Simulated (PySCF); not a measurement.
silylarsine (AsH5Si), SMILES [SiH3][AsH2].

Geometry: PBE-D3(BJ)/def2-TZVP.

The numbers are results of PySCF with PBE/def2-TZVPD, not measurements.

Symmetry labels are those of the subgroup Cs that the program uses (full group Cs).

Q: List the valence orbital energies around the gap with their symmetry. (The exact figures need the calculation; the answer reports its results.)

A: 
```json
[
 {"orbital": "HOMO−7", "symmetry": "A'", "energy (eV)": "-40.86"},
 {"orbital": "HOMO−6", "symmetry": "A'", "energy (eV)": "-15.84"},
 {"orbital": "HOMO−5", "symmetry": "A'", "energy (eV)": "-12.86"},
 {"orbital": "HOMO−4", "symmetry": "A\"", "energy (eV)": "-9.29"},
 {"orbital": "HOMO−3", "symmetry": "A'", "energy (eV)": "-8.76"},
 {"orbital": "HOMO−2", "symmetry": "A\"", "energy (eV)": "-8.31"},
 {"orbital": "HOMO−1", "symmetry": "A'", "energy (eV)": "-7.72"},
 {"orbital": "HOMO", "symmetry": "A'", "energy (eV)": "-6.57"},
 {"orbital": "LUMO", "symmetry": "A'", "energy (eV)": "-0.92"},
 {"orbital": "LUMO+1", "symmetry": "A'", "energy (eV)": "-0.83"},
 {"orbital": "LUMO+2", "symmetry": "A\"", "energy (eV)": "-0.67"},
 {"orbital": "LUMO+3", "symmetry": "A'", "energy (eV)": "0.02"}
]
```
